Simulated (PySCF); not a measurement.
# One molecule, several mistakes: CGeH6NSi cation

Calculated results; nothing here was measured. The program is PySCF 2.14.0, an open-source quantum chemistry code, run on an isolated molecule that a program drew, which may never have been made. The molecule is CGeH6NSi cation (charge +1, singlet), drawn as the SMILES string `N[SiH+][CH]=[GeH2]`.

Each row is a Hartree-Fock (HF) and frozen-core CCSD(T) single point in the cc-pV(D+d)Z basis, meant for a local HF minimum. Run 1 is clean. Each other run has one planted mistake out of seven kinds, and not every kind appears here: one electron removed, one electron added, multiplicity raised by two, geometry at a saddle point, minimal basis STO-3G, one bond length entered in bohr, all coordinates scaled. The reference is restricted for singlets and unrestricted otherwise, and also for a bond in bohr. Adding or removing an electron swaps singlet and doublet. Electrons count all cores. HOMO and LUMO are orbital energies over both spins, the gradient is its largest component, and the lowest frequency (negative if imaginary) is given only where the gradient is small. Bond lengths are over the 9 bonds as drawn. T1 is the CCSD diagnostic: over 0.02 (restricted) or 0.045 (unrestricted) a single reference is doubtful. Germanium has the cc-pVDZ-PP basis, with a core potential (ECP10MDF) in place of its 10 inner electrons, and its 3s, 3p and 3d shells are frozen in CCSD(T).

Geometry of the clean run:
```xyz
10
CGeH6NSi cation, angstrom
N     0.8360    2.3304    2.2892
Si    0.5402    1.2479    1.0842
C    -1.0157    0.9848    0.3368
Ge   -1.2793   -0.2158   -0.9806
H     0.1435    2.9327    2.6972
H     1.7446    2.4575    2.6983
H     1.7195    0.4935    0.6686
H    -1.8808    1.5558    0.6599
H    -0.1396   -1.0635   -1.5045
H    -2.6360   -0.4237   -1.6104
```

```
run  electrons  basis functions  <S^2>  HOMO (eV)  LUMO (eV)  gradient (hartree/bohr)  lowest frequency (cm^-1)  mean bond (Å)  longest bond (Å)      T1  HF (hartree)  CCSD(T) (hartree)                          mistake
  1         64              104  0.000     -14.12      -3.77                  2.2e-05                       107         1.4193             1.802  0.0162    -677.88688         -678.42524                         no fault
  2         65              104  0.888      -5.19       2.72                  3.2e-02                         -         1.4193             1.802  0.0238    -678.05189         -678.60383               one electron added
  3         63              104  0.765     -21.32     -11.65                  6.8e-02                         -         1.4193             1.802  0.0253    -677.42310         -677.91926             one electron removed
  4         64              104  0.902     -14.07      -4.20                  1.1e-02                         -         1.5686             2.854  0.0332    -677.78408         -678.30694  one bond length entered in bohr
  5         64              104  0.000     -14.90      -3.49                  8.1e-02                         -         1.3157             1.670  0.0129    -677.81650         -678.33849                                ?
```

**Which mistake was planted in run 5, and what did it cost?**

The mean and the longest bond both change by the same factor, 0.927, and the gradient is no longer small. So the mistake is: all coordinates scaled. Subtracting run 1 and multiplying by 627.51 kcal/mol a hartree, the energy moved by 44.2 kcal/mol in HF and 54.4 kcal/mol in CCSD(T).

